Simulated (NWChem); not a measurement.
System: Ge3H7, doublet; SMILES [GeH3][GeH][GeH3]

Parts of the log:

```
             Northwest Computational Chemistry Package (NWChem) 7.3.0
             --------------------------------------------------------

 CS  symmetry detected

                             Geometry "geometry" -> ""
                             -------------------------

 Output coordinates in angstroms (scale by  1.889725989 to convert to a.u.)

  No.       Tag          Charge          X              Y              Z
 ---- ---------------- ---------- -------------- -------------- --------------
    1 Ge                  32.0000     0.40531978     0.00009827     2.05890870
    2 Ge                  32.0000    -0.87791190     0.03272583     0.00000000
    3 Ge                  32.0000     0.40531978     0.00009827    -2.05890870
    4 H                    1.0000     1.16656044    -1.33141616     2.23601911
    5 H                    1.0000     1.42835171     1.15074665     2.03723681
    6 H                    1.0000    -0.53613886     0.19031260     3.26277411
    7 H                    1.0000    -1.96483184    -1.07280203     0.00000000
    8 H                    1.0000     1.16656044    -1.33141616    -2.23601911
    9 H                    1.0000    -0.53613886     0.19031260    -3.26277411
   10 H                    1.0000     1.42835171     1.15074665    -2.03723681

 Effective nuclear repulsion energy (a.u.)     720.5545688596

      Symmetry information
      --------------------

 Group name             Cs
 Group number              2
 Group order               2
 No. of unique centers     6

                                 NWChem DFT Module
                                 -----------------

 Summary of "ao basis" -> "ao basis" (spherical)
 ------------------------------------------------------------------------------
       Tag                 Description            Shells   Functions and Types
 ---------------- ------------------------------  ------  ---------------------
 Ge                         6-311g**                18       44   8s7p3d
 H                          6-311g**                 4        6   3s1p

      Symmetry analysis of basis
      --------------------------

        a'         98
        a"         76

            General Information
            -------------------
          SCF calculation type: DFT
          Wavefunction type:  spin polarized.
          No. of atoms     :    10
          No. of electrons :   103
           Alpha electrons :    52
            Beta electrons :    51
          Charge           :     0
          Spin multiplicity:     2
          Use of symmetry is: on ; symmetry adaption is: on
          Maximum number of iterations: 150
          AO basis - number of functions:   174
                     number of shells:    82
          Convergence on energy requested:  1.00D-06
          Convergence on density requested:  1.00D-05
          Convergence on gradient requested:  5.00D-04

              XC Information
              --------------
                  TPSS metaGGA Exchange Functional  1.000
             TPSS03 metaGGA Correlation Functional  1.000

             Grid Information
             ----------------
          Grid used for XC integration:  medium
          Radial quadrature: Mura-Knowles
          Angular quadrature: Lebedev.
          Tag              B.-S. Rad. Rad. Pts. Rad. Cut. Ang. Pts.
          ---              ---------- --------- --------- ---------
          Ge                  1.25      112          13.0       590
          H                   0.35       45          15.0       434
          Grid pruning is: on
          Number of quadrature shells:   404
          Spatial weights used:  Erf1

      Superposition of Atomic Density Guess
      -------------------------------------

 Sum of atomic energies:       -6229.29034095

      Non-variational initial energy
      ------------------------------

 Total energy =   -6230.262512
 1-e energy   =  -10126.674284
 2-e energy   =    3175.857204
 HOMO         =      -0.141239
 LUMO         =       0.034396

   Symmetry analysis of molecular orbitals - initial alpha
   -------------------------------------------------------

  Numbering of irreducible representations:

     1 a'          2 a"

  Orbital symmetries:

     1 a"          2 a'          3 a'          4 a"          5 a'
     6 a'          7 a"          8 a'          9 a"         10 a'
    11 a"         12 a'         13 a"         14 a'         15 a'
    16 a"         17 a'         18 a'         19 a'         20 a"
    21 a'         22 a"         23 a"         24 a'         25 a'
    26 a"         27 a'         28 a"         29 a'         30 a"
    31 a'         32 a'         33 a"         34 a'         35 a"
    36 a'         37 a"         38 a'         39 a"         40 a'
    41 a"         42 a'         43 a'         44 a"         45 a'
    46 a'         47 a'         48 a"         49 a"         50 a'
    51 a"         52 a'         53 a'         54 a"         55 a'
    56 a'         57 a"         58 a'         59 a"         60 a"
    61 a'         62 a'

   Symmetry analysis of molecular orbitals - initial beta
   ------------------------------------------------------

  Numbering of irreducible representations:

     1 a'          2 a"

  Orbital symmetries:

     1 a"          2 a'          3 a'          4 a"          5 a'
     6 a'          7 a"          8 a'          9 a"         10 a'
    11 a"         12 a'         13 a"         14 a'         15 a'
    16 a"         17 a'         18 a'         19 a'         20 a"
    21 a'         22 a"         23 a"         24 a'         25 a'
    26 a"         27 a'         28 a"         29 a'         30 a"
    31 a'         32 a'         33 a"         34 a'         35 a"
    36 a'         37 a"         38 a'         39 a"         40 a'
    41 a"         42 a'         43 a'         44 a"         45 a'
    46 a'         47 a'         48 a"         49 a"         50 a'
    51 a"         52 a'         53 a'         54 a"         55 a'
    56 a'         57 a"         58 a'         59 a"         60 a"
    61 a'         62 a'

------------------------------------------------------------
EAF file 0: "./job.aoints.0" size=115343360 bytes
------------------------------------------------------------
               write      read    awrite     aread      wait
               -----      ----    ------     -----      ----
     calls:      220         0         0         0         0
   data(b): 1.15e+08  0.00e+00  0.00e+00  0.00e+00
   time(s): 0.00e+00  0.00e+00  0.00e+00  0.00e+00  0.00e+00
rate(mb/s): 0.00e+00  0.00e+00
------------------------------------------------------------

     ---------------------------------------------
      Total Density - Mulliken Population Analysis
     ---------------------------------------------

    Atom       Charge   Shell Charges
 -----------   ------   -------------------------------------------------------
    1 Ge  32    31.78   0.77  1.19  1.04  0.94  0.86  1.18  0.97  0.40  0.50  5.48  4.52  1.47  0.78  1.13  0.49  8.14  1.80  0.13
    2 Ge  32    31.90   0.77  1.19  1.04  0.94  0.86  1.17  1.04  0.50  0.50  5.48  4.51  1.47  0.69  1.07  0.61  8.15  1.80  0.11
    3 Ge  32    31.78   0.77  1.19  1.04  0.94  0.86  1.18  0.97  0.40  0.50  5.48  4.52  1.47  0.78  1.13  0.49  8.14  1.80  0.13
    4 H    1     1.07   0.22  0.55  0.29  0.01
    5 H    1     1.08   0.22  0.56  0.29  0.01
    6 H    1     1.08   0.22  0.56  0.29  0.01
    7 H    1     1.09   0.22  0.56  0.30  0.01
    8 H    1     1.07   0.22  0.55  0.29  0.01
    9 H    1     1.08   0.22  0.56  0.29  0.01
   10 H    1     1.08   0.22  0.56  0.29  0.01

     --------------------------------------------
      Spin Density - Mulliken Population Analysis
     --------------------------------------------

    Atom       Charge   Shell Charges
 -----------   ------   -------------------------------------------------------
    1 Ge  32     0.06   0.00 -0.00  0.00 -0.00  0.00 -0.00  0.00  0.00  0.00 -0.00  0.00 -0.00  0.01  0.02  0.01  0.00 -0.00  0.01
    2 Ge  32     0.77   0.00 -0.00  0.00 -0.00  0.00 -0.00  0.03  0.04  0.00 -0.00  0.01 -0.01  0.15  0.28  0.28  0.00  0.00 -0.00
    3 Ge  32     0.06   0.00 -0.00  0.00 -0.00  0.00 -0.00  0.00  0.00  0.00 -0.00  0.00 -0.00  0.01  0.02  0.01  0.00 -0.00  0.01
    4 H    1     0.04   0.01  0.02  0.01  0.00
    5 H    1     0.00   0.00  0.00 -0.00  0.00
    6 H    1     0.00   0.00  0.00 -0.00  0.00
    7 H    1     0.02   0.00  0.01  0.00  0.00
    8 H    1     0.04   0.01  0.02  0.01  0.00
    9 H    1     0.00   0.00  0.00 -0.00  0.00
   10 H    1     0.00   0.00  0.00 -0.00  0.00

   convergence    iter        energy       DeltaE   RMS-Dens  Diis-err
 ---------------- ----- ----------------- --------- --------- ---------
 d= 0,ls=0.0,diis     1  -6234.9397759886 -6.96D+03  2.47D-03  1.83D+00
                                                     1.90D-03  1.82D+00
 d= 0,ls=0.0,diis     2  -6234.9935172643 -5.37D-02  1.12D-03  7.62D-02
                                                     1.04D-03  7.69D-02
 d= 0,ls=0.0,diis     3  -6234.9945617357 -1.04D-03  5.04D-04  8.36D-02
                                                     4.41D-04  8.29D-02
 d= 0,ls=0.0,diis     4  -6235.0069983023 -1.24D-02  1.01D-04  4.21D-04
                                                     9.45D-05  4.11D-04
 d= 0,ls=0.0,diis     5  -6235.0071457901 -1.47D-04  2.07D-05  4.63D-05
                                                     1.90D-05  4.89D-05
  Resetting Diis
 d= 0,ls=0.0,diis     6  -6235.0071598340 -1.40D-05  7.03D-06  2.58D-06
                                                     6.77D-06  2.08D-06
 d= 0,ls=0.0,diis     7  -6235.0071608423 -1.01D-06  4.06D-06  1.13D-07
                                                     2.85D-06  1.20D-07
 d= 0,ls=0.0,diis     8  -6235.0071608393  2.96D-09  2.03D-06  1.92D-07
                                                     1.88D-06  1.79D-07

         Total DFT energy =    -6235.007160839324
      One electron energy =   -10126.369900813586
           Coulomb energy =     3410.394974387636
    Exchange-Corr. energy =     -239.586803273012
 Nuclear repulsion energy =      720.554568859638

 Numeric. integr. density =      103.000031627086

                  Occupations of the irreducible representations
                  ----------------------------------------------

                     irrep           alpha         beta
                     --------     --------     --------
                     a'               30.0         29.0
                     a"               22.0         22.0

                    DFT Final Alpha Molecular Orbital Analysis
                    ------------------------------------------

 Vector   50  Occ=1.000000D+00  E=-2.893804D-01  Symmetry=a'
              MO Center= -4.6D-01, -6.4D-02,  9.5D-14, r^2= 5.1D+00
   Bfn.  Coefficient  Atom+Function         Bfn.  Coefficient  Atom+Function
  ----- ------------  ---------------      ----- ------------  ---------------
   152      0.250702   7 H  s               153      0.172199   7 H  s
    68     -0.170223   2 Ge px               65     -0.156300   2 Ge px
   140      0.143126   5 H  s               170      0.143126  10 H  s
   151      0.139766   7 H  s                51     -0.123231   2 Ge s
    59      0.119426   2 Ge px               69     -0.113406   2 Ge py

 Vector   51  Occ=1.000000D+00  E=-2.602085D-01  Symmetry=a"
              MO Center= -1.9D-01,  1.8D-02,  8.3D-14, r^2= 5.3D+00
   Bfn.  Coefficient  Atom+Function         Bfn.  Coefficient  Atom+Function
  ----- ------------  ---------------      ----- ------------  ---------------
    70      0.259369   2 Ge pz               67      0.206391   2 Ge pz
    26     -0.163300   1 Ge pz              114     -0.163300   3 Ge pz
    61     -0.157882   2 Ge pz               23     -0.155716   1 Ge pz
   111     -0.155716   3 Ge pz              146     -0.118007   6 H  s
   164      0.118007   9 H  s                17      0.115930   1 Ge pz

 Vector   52  Occ=1.000000D+00  E=-1.890413D-01  Symmetry=a'
              MO Center= -7.4D-01,  9.9D-02, -5.7D-14, r^2= 3.7D+00
   Bfn.  Coefficient  Atom+Function         Bfn.  Coefficient  Atom+Function
  ----- ------------  ---------------      ----- ------------  ---------------
    69      0.346120   2 Ge py               52      0.251258   2 Ge s
    72      0.251031   2 Ge py               66      0.219597   2 Ge py
    68     -0.219310   2 Ge px               51      0.183241   2 Ge s
    60     -0.170331   2 Ge py               65     -0.141532   2 Ge px
    71     -0.141971   2 Ge px              135      0.117788   4 H  s

 Vector   53  Occ=0.000000D+00  E=-3.783134D-02  Symmetry=a'
              MO Center= -1.1D-01, -2.1D-02, -3.0D-14, r^2= 8.5D+00
   Bfn.  Coefficient  Atom+Function         Bfn.  Coefficient  Atom+Function
  ----- ------------  ---------------      ----- ------------  ---------------
    52      1.151104   2 Ge s                 8     -0.707624   1 Ge s
    96     -0.707624   3 Ge s                71      0.402506   2 Ge px
   147      0.374799   6 H  s               165      0.374799   9 H  s
    27      0.366588   1 Ge px              115      0.366588   3 Ge px
    29      0.295477   1 Ge pz              117     -0.295477   3 Ge pz

 Vector   54  Occ=0.000000D+00  E=-1.429078D-02  Symmetry=a"
              MO Center= -1.3D-01, -1.6D-02, -1.0D-12, r^2= 8.8D+00
   Bfn.  Coefficient  Atom+Function         Bfn.  Coefficient  Atom+Function
  ----- ------------  ---------------      ----- ------------  ---------------
     8      1.122468   1 Ge s                96     -1.122468   3 Ge s
    73     -1.094111   2 Ge pz               29     -0.461235   1 Ge pz
   117     -0.461235   3 Ge pz              141     -0.364453   5 H  s
   171      0.364453  10 H  s               135     -0.332060   4 H  s
   159      0.332060   8 H  s                 7      0.264899   1 Ge s

 Vector   55  Occ=0.000000D+00  E=-1.026933D-02  Symmetry=a'
              MO Center= -1.0D-01, -1.0D-01, -8.6D-13, r^2= 7.0D+00
   Bfn.  Coefficient  Atom+Function         Bfn.  Coefficient  Atom+Function
  ----- ------------  ---------------      ----- ------------  ---------------
    52      0.902453   2 Ge s               153     -0.781737   7 H  s
   147     -0.606855   6 H  s               165     -0.606855   9 H  s
    29      0.498803   1 Ge pz              117     -0.498803   3 Ge pz
    72     -0.351984   2 Ge py               51      0.217799   2 Ge s
   141      0.214251   5 H  s               171      0.214251  10 H  s

                     DFT Final Beta Molecular Orbital Analysis
                     -----------------------------------------

 Vector   49  Occ=1.000000D+00  E=-3.151489D-01  Symmetry=a"
              MO Center=  8.4D-01, -3.8D-01,  9.8D-12, r^2= 7.1D+00
   Bfn.  Coefficient  Atom+Function         Bfn.  Coefficient  Atom+Function
  ----- ------------  ---------------      ----- ------------  ---------------
   134      0.205876   4 H  s               158     -0.205876   8 H  s
    22     -0.152306   1 Ge py              110      0.152306   3 Ge py
    25     -0.151196   1 Ge py              113      0.151196   3 Ge py
   140     -0.127050   5 H  s               170      0.127050  10 H  s
    16      0.117400   1 Ge py              104     -0.117400   3 Ge py

 Vector   50  Occ=1.000000D+00  E=-2.836800D-01  Symmetry=a'
              MO Center= -5.2D-01, -1.2D-01, -1.8D-13, r^2= 4.8D+00
   Bfn.  Coefficient  Atom+Function         Bfn.  Coefficient  Atom+Function
  ----- ------------  ---------------      ----- ------------  ---------------
   152      0.265808   7 H  s               153      0.177722   7 H  s
    65     -0.167602   2 Ge px               68     -0.161236   2 Ge px
   151      0.140382   7 H  s                51     -0.136665   2 Ge s
   140      0.133174   5 H  s               170      0.133174  10 H  s
    59      0.125186   2 Ge px               66     -0.099787   2 Ge py

[...]
```

Level: TPSS/6-311G** (spherical d), spin-unrestricted. Coordinates come from a PBE0/def2-SVP, spin-unrestricted optimisation. No frequency run checked for a minimum. No stability test was run on the SCF state.

**Question.** Reconstruct the input file.

**Answer.** One answer among several that fit: the input that was run:
```
start job
memory heap 200 mb stack 900 mb global 1100 mb
geometry units angstroms noautoz
  Ge     0.529564     2.060922    -0.119673
  Ge    -0.690137    -0.003832     0.248721
  Ge     0.572409    -2.055864    -0.038080
  H      0.961214     2.213717    -1.594162
  H      1.790620     2.069401     0.763917
  H     -0.354844     3.263462     0.259198
  H     -2.002455    -0.034086    -0.576199
  H      1.008661    -2.257188    -1.505370
  H     -0.287698    -3.260484     0.387267
  H      1.832463    -2.004042     0.845450
end
basis spherical
  * library 6-311g**
end
dft
  odft
  mult 2
  xc xtpss03 ctpss03
  iterations 150
  semidirect filesize 400000000
  mulliken
end
task dft energy
```
